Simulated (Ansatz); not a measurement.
Cost and result for the atomization energy of C4H12O4Sn (`C[O][Sn]([O]C)([O]C)[O]C`) (21 atoms, 20 bonds).

Z-matrix (Å, degrees):
```
C
O 1 1.412
H 1 1.097 2 112.4
H 1 1.093 2 107.6 3 -118.9
H 1 1.097 2 112.4 3 122.3
Sn 2 1.944 1 119.4 3 -61.2
O 6 1.944 2 112.2 1 -58.4
O 6 1.944 2 104.3 1 -179.9
O 6 1.944 2 112.1 1 58.5
C 7 1.412 6 119.4 2 -58.7
C 8 1.412 6 119.4 2 -179.9
C 9 1.412 6 119.4 2 58.3
H 10 1.097 7 112.4 6 61.4
H 10 1.097 7 112.4 6 -60.9
H 10 1.093 7 107.6 6 -179.7
H 11 1.097 8 112.4 6 -61.2
H 11 1.097 8 112.4 6 61.1
H 11 1.093 8 107.6 6 180.0
H 12 1.097 9 112.4 6 -61.0
H 12 1.093 9 107.6 6 -179.8
H 12 1.097 9 112.4 6 61.3
```

Total charge 0; spin multiplicity 1. Correlated methods include outer-core shells of Sn, which these sets cover unevenly. Sn takes the def2 core potential. The geometry is a stationary point of PBE0-D4/def2-TZVP. It is one conformer, not always the lowest. Program: Ansatz. All runs use 4 threads of an AMD EPYC 7R13 on a shared host and a share of an NVIDIA H100 80 GB. Times are those of one run each, without the atoms' runs, and a repeat can differ threefold. Electronic energies, without spin–orbit coupling; frozen cores. CCSD(T)/CBS adds CCSD(T) − MP2 in def2-TZVPP to the MP2 limit, and its time is that of the two runs behind it. T1 = 0.014. With those shells the extrapolation isn't a true limit. B3LYP takes the VWN-RPA correlation (the form of Gaussian; ORCA's B3LYP/G). HSE06 is the plane-wave form, built on full-range PBE exchange.

CCSD(T)/CBS is a level of theory with its own doubt, some kJ/mol a heavy atom from the limit and from the frozen cores, so smaller differences don't rank the functionals.

```csv
level,functions,wall time,atomization (kJ/mol),difference from CCSD(T)/CBS,per bond
LDA (SPW92)/def2-TZVPP,466,2.1 s,9075.4,1185.0,59.3
revPBE-D4/def2-TZVPP,466,2.3 s,7796.3,-94.1,-4.7
BHLYP-D4/def2-TZVPP,466,2.4 s,7545.2,-345.2,-17.3
HSE06-D4/def2-TZVPP,466,2.6 s,7828.1,-62.3,-3.1
CCSD(T)/def2-SVP,198,2.9 s,7396.9,-493.5,-24.7
PBE-D4/def2-TZVPP (with forces),466,3.2 s,8016.5,126.1,6.3
B3LYP-D4/def2-TZVPP (with forces),466,3.3 s,7827.6,-62.8,-3.1
ωB97X-V/def2-TZVPP,466,3.6 s,7869.2,-21.2,-1.1
B2PLYP/def2-TZVPP,466,3.7 s,7753.3,-137.1,-6.9
PBE-QIDH/def2-TZVPP,466,3.8 s,7759.3,-131.1,-6.6
MP2/def2-QZVPP,898,6 s,7936.0,45.6,2.3
CCSD(T)/def2-TZVPP,466,35 s,7660.6,-229.8,-11.5
CCSD(T)/CBS(def2),–,41 s,7890.4,0.0,0.0
```

From r2SCAN to r2SCAN0 (25 % exact exchange), in def2-TZVPP and without D4, the atomization energy moves by −169.3 kJ/mol: exact exchange takes away binding that semilocal exchange gives to molecules. In def2-TZVPP, CCSD(T) changes the Hartree–Fock value by +2166.3 kJ/mol (the triples alone add +132.9 kJ/mol) and MP2 by +2303.8 kJ/mol; breaking electron pairs costs correlation energy, which Hartree–Fock lacks. Leaving LDA and LC-ωPBE aside and taking each functional with its dispersion term where it has one, the values spread over 471.2 kJ/mol, from BHLYP-D4 to PBE-D4. LDA lies +1106.8 kJ/mol from PBE without D4, its usual overbinding.

Spin–orbit coupling would lower the free Sn atoms strongly, and the atomization energy with them, by more than many differences here. For some Ge, Se and Sn compounds the MP2-based and the directly extrapolated limit differ by 10 to 25 kJ/mol.
